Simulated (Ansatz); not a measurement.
Geometry optimisation of CH$_{3}$ClF$_{2}$OSi, SMILES `OC(F)(F)[SiH2]Cl`.

```yaml
crystal:
  periodic: [false, false, false]
  atoms:
    - {symbol: O, position_ang: [1.594978, -0.330768, 0.351461]}
    - {symbol: C, position_ang: [0.274513, -0.628950, 0.273957]}
    - {symbol: F, position_ang: [-0.231573, -0.941592, 1.520416]}
    - {symbol: F, position_ang: [0.068074, -1.774761, -0.489373]}
    - {symbol: Si, position_ang: [-0.739157, 0.794323, -0.553479]}
    - {symbol: Cl, position_ang: [-0.559796, 2.521589, 0.579061]}
    - {symbol: H, position_ang: [2.047158, -1.070310, 0.813036]}
    - {symbol: H, position_ang: [-2.168794, 0.356139, -0.583824]}
    - {symbol: H, position_ang: [-0.196904, 1.027930, -1.928454]}
basis:
  gaussian: {orbitals: def2-TZVP}
hamiltonian: {xc: pbe0, dispersion: d4}
relax: {f_tol: 0.005, max_steps: 150}
```

```sh
$ ansatz run in.yaml --threads 4 --pin off --events-out ev --progress --plain --max-ram 10444MiB
```

Output, abridged:

```
Functional definition: PBE0
mean field -28956.72253912 eV, -1064.1399257412 hartree, gradient 5.9e-5 eV, S^2 0.000000; 0 other end points of the search recorded, 0 dependent functions left out
relax step   1: F+E_penalty+E_count = -28956.90167264 eV  Δ(F+E_penalty+E_count) = +0.000e0 eV  max|allowed force component| = 8.076e-1 eV/Å  Δτ_max = 0.0000 Å  (28 SCF iters, accepted)
mean field -28956.75768404 eV, -1064.1412172933 hartree, gradient 2.4e-5 eV, S^2 0.000000; 0 other end points of the search recorded, 0 dependent functions left out
relax step   2: F+E_penalty+E_count = -28956.93785940 eV  Δ(F+E_penalty+E_count) = -3.619e-2 eV  max|allowed force component| = 2.420e-1 eV/Å  Δτ_max = 0.0389 Å  (31 SCF iters, accepted)
mean field -28956.76111966 eV, -1064.1413435497 hartree, gradient 2.4e-5 eV, S^2 0.000000; 0 other end points of the search recorded, 0 dependent functions left out
relax step   3: F+E_penalty+E_count = -28956.94152125 eV  Δ(F+E_penalty+E_count) = -3.662e-3 eV  max|allowed force component| = 6.753e-2 eV/Å  Δτ_max = 0.0137 Å  (32 SCF iters, accepted)
mean field -28956.76145011 eV, -1064.1413556937 hartree, gradient 2.4e-5 eV, S^2 0.000000; 0 other end points of the search recorded, 0 dependent functions left out
relax step   4: F+E_penalty+E_count = -28956.94184984 eV  Δ(F+E_penalty+E_count) = -3.286e-4 eV  max|allowed force component| = 2.502e-2 eV/Å  Δτ_max = 0.0038 Å  (31 SCF iters, accepted)
mean field -28956.76154272 eV, -1064.1413590971 hartree, gradient 2.4e-5 eV, S^2 0.000000; 0 other end points of the search recorded, 0 dependent functions left out
relax step   5: F+E_penalty+E_count = -28956.94196948 eV  Δ(F+E_penalty+E_count) = -1.196e-4 eV  max|allowed force component| = 1.237e-2 eV/Å  Δτ_max = 0.0049 Å  (32 SCF iters, accepted)
mean field -28956.76154818 eV, -1064.1413592976 hartree, gradient 2.4e-5 eV, S^2 0.000000; 0 other end points of the search recorded, 0 dependent functions left out
relax step   6: F+E_penalty+E_count = -28956.94201236 eV  Δ(F+E_penalty+E_count) = -4.288e-5 eV  max|allowed force component| = 6.916e-3 eV/Å  Δτ_max = 0.0041 Å  (32 SCF iters, accepted)
mean field -28956.76156844 eV, -1064.1413600424 hartree, gradient 2.4e-5 eV, S^2 0.000000; 0 other end points of the search recorded, 0 dependent functions left out
relax step   7: F+E_penalty+E_count = -28956.94203752 eV  Δ(F+E_penalty+E_count) = -2.516e-5 eV  max|allowed force component| = 3.004e-3 eV/Å  Δτ_max = 0.0046 Å  (32 SCF iters, accepted)
mean field -28956.76156226 eV, -1064.1413598152 hartree, gradient 2.4e-5 eV, S^2 0.000000; 0 other end points of the search recorded, 0 dependent functions left out
relax step   8: F+E_penalty+E_count = -28956.94204499 eV  Δ(F+E_penalty+E_count) = -7.477e-6 eV  max|allowed force component| = 3.762e-3 eV/Å  Δτ_max = 0.0053 Å  (32 SCF iters, accepted)
mean field -28956.76156226 eV, -1064.1413598152 hartree, gradient 2.4e-5 eV, S^2 0.000000; 1 other end points of the search recorded, 0 dependent functions left out
Total energy: -28956.94207355 eV, -1064.1479934827 hartree
Atom 0 at     1.577794    -0.332800     0.343435 Å, force    -0.000413    -0.000952     0.000013 eV/Å
Atom 1 at     0.263738    -0.624905     0.273829 Å, force    -0.000288    -0.000734    -0.000044 eV/Å
Atom 2 at    -0.223510    -0.923454     1.514092 Å, force     0.000812     0.001421    -0.002712 eV/Å
Atom 3 at     0.067862    -1.772321    -0.456252 Å, force    -0.000414     0.001241     0.000123 eV/Å
Atom 4 at    -0.740237     0.792903    -0.555549 Å, force    -0.001907    -0.003762     0.002989 eV/Å
Atom 5 at    -0.563590     2.478299     0.579163 Å, force     0.000603     0.001808    -0.000929 eV/Å
Atom 6 at     2.041305    -1.059179     0.783951 Å, force     0.001332    -0.000128     0.000800 eV/Å
Atom 7 at    -2.153341     0.364466    -0.597568 Å, force    -0.000770    -0.000150    -0.000767 eV/Å
Atom 8 at    -0.181522     1.030589    -1.902301 Å, force     0.001045     0.001256     0.000525 eV/Å
Dipole moment:     0.117887    -0.085347    -0.110491 e Å
```

Run time 36 s (4 threads of an Arm Neoverse V1 on a shared host); peak host memory 0.62 GiB.
